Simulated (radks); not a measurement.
Valence configurations of Ir I (all share [Xe]). Calculated with a radial shooting solver on a logarithmic mesh with Libxc functionals: scalar-relativistic Kohn-Sham, LDA (Slater exchange, Perdew-Wang correlation), spin-unpolarised, spherical densities, finite nucleus; Fermi nuclear charge, rms radius 5.4032 fm. Order these by energy: 4f14 5d8 6s1; 4f14 5d7 6p2; 4f13.5 5d7.5 6s2; 4f14 5d9; 4f14 5d6.5 6s2 6p0.5; 4f13 5d7 6s2 6p1; 4f13 5d8 6s2; 4f12.5 5d8.5 6s2; 4f14 5d7 6s2; 4f14 5d7.5 6s1.5.

Answer. From the lowest, in eV above it: 4f14 5d8 6s1 0.000; 4f14 5d7.5 6s1.5 0.025; 4f14 5d7 6s2 0.289; 4f14 5d9 0.589; 4f14 5d6.5 6s2 6p0.5 3.583; 4f14 5d7 6p2 11.466; 4f13.5 5d7.5 6s2 29.088; 4f13 5d8 6s2 60.269; 4f13 5d7 6s2 6p1 68.638; 4f12.5 5d8.5 6s2 93.880. NIST lists [Xe] 4f14 5d7 6s2 as the ground configuration; this level of theory puts 4f14 5d8 6s1 lower, by 0.289 eV. The energies are those of spherical spin-averaged densities, not of single terms.
